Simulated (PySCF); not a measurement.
**Two-dimensional NMR puzzle**

Compound of formula C5H11FOSi3. Correlations simulated from computed shifts and the bond graph:

HSQC (one-bond C–H):
```csv
δH,δC
6.28,143.1
5.79,112.7
5.42,121.3
5.24,121.3
5.10,112.7
2.24,24.3
```

COSY cross peaks (H two or three bonds apart, from the bond graph; peaks can be absent where the dihedral angle is near 90°):
```csv
δH,δH
6.28,5.42
6.28,5.24
6.28,2.24
5.93,5.87
5.79,5.10
5.42,5.24
```

HMBC (two and three bonds, from the bond graph):
```csv
δH,δC
6.28,"121.3, 24.3"
5.93,"181.3, 24.3"
5.87,"181.3, 24.3"
5.79,181.3
5.42,"143.1, 24.3"
5.24,"143.1, 24.3"
5.10,181.3
2.24,"181.3, 143.1, 121.3"
```

Carbons without hydrogens: δ 181.3.

Computed data (PySCF 2.14.0 with density-fitted response routines): coordinates at the GFN2-xTB level, shieldings: GIAO PBE0/pcSseg-1. Non-relativistic Hamiltonian, one conformer, gas phase, fast rotation and ring inversion assumed for equivalent nuclei.

Chemical shifts δ = σref − σ; TMS for 1H (σ = 31.72 ppm) and 13C (σ = 186.93 ppm), all at this level.

Exchangeable hydrogens are left out of these lists.

Q: Which molecule is this?

A: SMILES C=CC[Si]1(C(=C)F)[SiH2]O[SiH2]1.

Atom-mapped SMILES (the numbers label the heavy atoms): `[CH2:1]=[CH:2][CH2:3][Si:4]1([C:5](=[CH2:6])[F:7])[SiH2:8][O:9][SiH2:10]1`. Hydrogens are named by the atom that carries them. Ha(C1) is cis to C3; Ha(C6) is cis to Si4; Hb(C1) is trans to C3; Hb(C6) is trans to Si4.

δC 181.3 is C5, a fully substituted alkene carbon. δC 143.1 is C2, an alkene CH (δH 6.28). δC 121.3 is C1, a terminal =CH2 carbon (δH 5.42, 5.24). δC 112.7 is C6, a terminal =CH2 carbon (δH 5.79, 5.10). δC 24.3 is C3, an allylic sp3 CH2 bonded to Si (δH 2.24). HMBC from δH 5.93 reaches the proton-free carbon C5. HMBC from δH 5.87 reaches the proton-free carbon C5. HMBC from δH 5.79 reaches the proton-free carbon C5. HMBC from δH 5.10 reaches the proton-free carbon C5. COSY links 6.28–5.42, 6.28–5.24, 6.28–2.24, 5.93–5.87, 5.79–5.10, 5.42–5.24.

The shifts were computed for this structure.

Shifts are as computed. Against solution values, carbons near 30 ppm lie about +3 ppm off and those near 130 ppm about +5 ppm. Of 1211 compounds with measured shifts, 218 miss one by over three times the rms of a fit or turn the order of signals round; such compounds aren't used in these exercises.
